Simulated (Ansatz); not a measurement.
`C[AsH][AlH2]`, 9 atoms. Charge 0, multiplicity 1. Correlated methods include outer-core shells of As, which these sets cover unevenly. Scalar relativity is left out up to krypton. All runs use 4 threads of a server CPU on a shared host. Correlated methods freeze the cores.

**Question.** How many basis functions does each run have, and how long does it take in Ansatz? RHF-CCSD(T)/def2-SVP energy; RKS PBE0-D4/def2-TZVP relaxation (6 steps); RHF-CCSD(T)/def2-TZVPP energy; RKS PBE0-D4/def2-SVP energy; direct RPA on PBE orbitals/def2-TZVPP energy; RKS BHLYP-D4/def2-TZVPP energy; RHF-MP2/def2-QZVPP energy; RKS B2PLYP (frozen core)/def2-TZVPP energy; RKS PBE0-D4/def2-QZVPP energy; RKS ωB97M-V/def2-QZVPP energy; RKS ωB97M-V/def2-SVP energy; RKS PBE-QIDH (frozen core)/def2-TZVPP energy. (Best estimate.)

**Answer.** Computed: Other jobs shared the machine, so times are rough.

```tsv
level	job	functions	wall time	peak host memory (GiB)
RKS PBE0-D4/def2-SVP	energy	94	1 s	0.18
RKS BHLYP-D4/def2-TZVPP	energy	205	2.3 s	0.48
RHF-CCSD(T)/def2-SVP	energy	94	2.6 s	0.32
direct RPA on PBE orbitals/def2-TZVPP	energy	205	3.4 s	0.39
RKS B2PLYP (frozen core)/def2-TZVPP	energy	205	4 s	0.45
RKS PBE-QIDH (frozen core)/def2-TZVPP	energy	205	4 s	0.45
RKS ωB97M-V/def2-SVP	energy	94	4.4 s	0.28
RKS PBE0-D4/def2-QZVPP	energy	396	8.5 s	1.1
RHF-MP2/def2-QZVPP	energy	396	15 s	1.8
RKS PBE0-D4/def2-TZVP	relaxation (6 steps)	152	16 s	0.37
RKS ωB97M-V/def2-QZVPP	energy	396	18 s	1.4
RHF-CCSD(T)/def2-TZVPP	energy	205	55 s	2.5
```
